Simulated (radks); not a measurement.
Si2+, 12 electrons, occupied as [Ne] 3s2. Calculated with a radial shooting solver on a logarithmic mesh with Libxc functionals: non-relativistic Kohn-Sham, LDA (Slater exchange, VWN5 correlation), spin-polarised, spherical densities, point nucleus.

Local quantities along the radius. ELF = 1/(1 + alpha^2) is the electron localisation function; alpha = (tau - tau_W)/tau_unif compares the Pauli kinetic energy density with that of the uniform gas (summed over spins).

```
   r/bohr * ELF (the largest magnitude, 1, reaches the edge; | marks zero)
 0.007439 |                                                      *
 0.009457 |                                                      *
  0.01202 |                                                      *
  0.01541 |                                                      *
  0.01958 |                                                      *
   0.0249 |                                                      *
   0.0319 |                                                      *
  0.04056 |                                                      *
  0.05156 |                                                      *
  0.06555 |                                                      *
  0.08399 |                                                    *
   0.1068 |                                              *
   0.1357 |                            *
   0.1739 |            *
   0.2211 |            *
   0.2811 |                          *
   0.3574 |                                         *
   0.4579 |                                              *
   0.5822 |                                              *
   0.7401 |                                       *
   0.9484 |              *
    1.206 |    *
    1.533 |                   *
    1.948 |                                                   *
    2.497 |                                                      *
    3.174 |                                                      *
    4.035 |                                                      *
    5.171 |                                                      *
    6.573 |                                                      *
```

On this mesh the ELF has minima near r = 0.20, 1.2 bohr, which separate the shells, and maxima near 0.52 (0.87).
